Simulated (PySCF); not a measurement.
SMILES C1C(c2csnn2)C1, C5H6N2S

Geometry (Å), atoms numbered from 1 in this order:
```xyz
14

C     1.977    0.763   -0.355
S     3.323   -0.171    0.118
N     2.328   -1.373    0.685
N     1.110   -1.118    0.543
C     0.830    0.070   -0.036
C    -0.552    0.501   -0.261
C    -1.600    0.125    0.754
C    -1.596   -0.539   -0.580
H     2.082    1.722   -0.816
H    -0.635    1.466   -0.744
H    -1.273   -0.454    1.604
H    -2.369    0.849    0.976
H    -2.361   -0.279   -1.296
H    -1.266   -1.564   -0.629
```

Method: GIAO PBE/pcSseg-1 magnetisability, rotational g tensor and spin-rotation constants, non-relativistic, gas phase in PySCF 2.14.0. Geometry: GFN2-xTB.

(1) How diamagnetic is it, and how anisotropic?

(2) Split it along the inertial axes a, b, c into diamagnetic and paramagnetic parts about the centre of mass, with the quadrupole moment.

(3) And the rotational g tensor?

Results:

(1) Isotropic -1297 × 10⁻³⁰ J/T², or -78.1 × 10⁻⁶ cm³/mol; principal values -1848, -1102, -940 × 10⁻³⁰ J/T², anisotropy 838 × 10⁻³⁰ J/T² (root of half the summed squared differences of the principal values). The susceptibility is in cgs units.

(2) 
| axis | χ (10⁻⁶ cm³/mol) | diamagnetic (10⁻⁶ cm³/mol) | paramagnetic (10⁻⁶ cm³/mol) | summed x² of all electrons (Å²) | quadrupole Θ (D Å) |
| --- | --- | --- | --- | --- | --- |
| a | -57.5 | -320.1 | 262.6 | 249.0 | +4.71 |
| b | -65.5 | -1159.8 | 1094.4 | 51.0 | -2.26 |
| c | -111.3 | -1272.8 | 1161.5 | 24.4 | -2.46 |

Anisotropies 2χaa − χbb − χcc = +61.6 and 2χbb − χaa − χcc = +37.9 × 10⁻⁶ cm³/mol. Θ is traceless in Buckingham's convention.

(3) 
```csv
axis,rotational constant (GHz),g,nuclear part,electronic part
a,5.7003,-0.1053,0.5979,-0.7032
b,1.1034,-0.0141,0.5532,-0.5673
c,0.9963,+0.0087,0.5524,-0.5436
```
Asymmetric top; isotopes 12C, 1H, 14N, 32S; no vibrational averaging.
